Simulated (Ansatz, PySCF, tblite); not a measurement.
Potential energy curve for SMILES [BeH2]. The Be1–H3 bond (Be1 also carries H; H3 carries nothing else) is pulled apart rigidly from the PBE0/def2-TZVP optimised geometry.

Levels: UKS-B3LYP/6-31G* = unrestricted B3LYP/6-31G*, spherical d (PySCF); UHF/aug-cc-pVTZ (Ansatz, a first-principles code); GFN2-xTB, 300 K electronic temperature (tblite).

Total energies in hartree (comparable only within one method and basis):

```
R / Å  UKS-B3LYP/6-31G*        UHF  GFN2-xTB
-----  ----------------  ---------  --------
0.99          -15.86044  -15.71475  -1.67585
1.07          -15.88809  -15.74255  -1.69879
1.12          -15.89961  -15.75417  -1.70715
1.20          -15.91116  -15.76583  -1.71418
1.27          -15.91595  -15.77071  -1.71598
1.31          -15.91697  -15.77176  -1.71575
1.34          -15.91707  -15.77188  -1.71512
1.37          -15.91667  -15.77148  -1.71416
1.42          -15.91505  -15.76985  -1.71195
1.49          -15.91116  -15.76591  -1.70789
1.54          -15.90749  -15.76215  -1.70448
1.65          -15.89759  -15.75194  -1.69614
1.80          -15.88168  -15.73535  -1.68382
1.98          -15.86125  -15.71375  -1.66810
2.23          -15.83344  -15.68597  -1.64627
2.38          -15.81786  -15.67528  -1.63345
2.67          -15.79307  -15.66331  -1.60982
2.95          -15.77906  -15.65777  -1.58916
3.24          -15.77084  -15.65501  -1.57064
3.59          -15.76559  -15.65355  -1.55259
4.05          -15.76258  -15.65288  -1.53568
4.71          -15.76130  -15.65265         —
```

A dash means that the run gave no value there, or that the column was ended at a point which the program doubted or which failed a test of continuity chosen for this set; such a test can also cut sound points.

The unrestricted determinant behind UKS-B3LYP/6-31G* is spin-contaminated at 2.67 to 4.71 Å (<S²> up to 1.0, against 0.00 for a pure singlet). The unrestricted determinant behind UHF is spin-contaminated at 2.23 to 4.71 Å (<S²> up to 1.0, against 0.00 for a pure singlet).
